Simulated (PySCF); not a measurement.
**Field gradients at the hydrogen positions**

C₄H₇ClOSi.
SMILES with atom numbers: `[CH3:1][C:2]1=[CH:3][Si@@H:4]([Cl:5])[O:6][CH2:7]1` (hydrogens: H8, H9, H10 on C1; H11 on C3; H12 on Si4; H13, H14 on C7)

Structure used (GFN2-xTB), in Å, numbered top down from 1:
```xyz
14
C4H7ClOSi angstrom
C     -2.013   -0.200    0.122
C     -0.528   -0.087    0.087
C      0.355   -0.796    0.788
Si     2.072   -0.202    0.330
Cl     3.288   -1.528   -0.559
O      1.485    0.859   -0.774
C      0.085    0.937   -0.830
H     -2.459    0.756    0.394
H     -2.395   -0.474   -0.862
H     -2.324   -0.953    0.842
H      0.064   -1.559    1.487
H      2.818    0.517    1.352
H     -0.232    0.780   -1.868
H     -0.217    1.949   -0.531
```

Level: PBE0/pcSseg-1 (PySCF, non-relativistic); Q(2H) = 0.00286 b; rigid geometry, the same for H and D, with no vibrational averaging.

Problem. Rank these positions by the coupling χzz of a deuteron there, largest first.
A. H11 (vinylic hydrogen)
B. H10 (methyl hydrogen)
C. H13 (methylene hydrogen)
D. H12 (Si–H hydrogen)

Solution. A (231 kHz), B (211 kHz), C (195 kHz), D (110 kHz).

Problem. Tabulate Vzz, the asymmetry η and χzz = 234.96 MHz × Q × Vzz for every hydrogen position.

Solution. 
```csv
atom,bonded to,bond length (Å),Vzz (au),η,χzz (kHz)
H8,C1,1.090,0.3100,0.03,208
H9,C1,1.090,0.3099,0.03,208
H10,C1,1.087,0.3145,0.03,211
H11,C3,1.075,0.3442,0.03,231
H12,Si4,1.456,0.1631,0.00,110
H13,C7,1.096,0.2904,0.06,195
H14,C7,1.097,0.2891,0.06,194
```

Problem. Average by the element that carries the hydrogen.

Solution. on C: 208 kHz over 6 positions, mean bond length 1.089 Å; on Si: 110 kHz over 1 position, mean bond length 1.456 Å.

Problem. How does χzz go with the bond length over the 6 C–H bonds?

Solution. A straight-line fit has a slope of -17.2 kHz for each 0.01 Å, with a correlation coefficient of -1.00, over lengths from 1.075 to 1.097 Å. The longer bonds have the smaller couplings here.

Problem. A static deuteron (I = 1) shows a doublet split by (3/2)χ, (3/4)χ(1 + η) and (3/4)χ(1 − η) with the field along z, y and x of the gradient. What are these for H10?

Solution. With |χ| = 211.3 kHz and η = 0.026: 317, 163 and 154 kHz, to first order and without motion.

Isolated species at its GFN2-xTB geometry, gas phase. GFN2-xTB bond lengths can be off by several hundredths of an ångström, more for odd bonds, and the gradients follow them. A larger basis could move these couplings by a tenth or more.

The run behind these numbers computed NMR shieldings as well. Time: 22 s of wall time; peak memory 0.82 GiB. Hardware: one thread, Arm Neoverse V1 (aarch64), shared host.
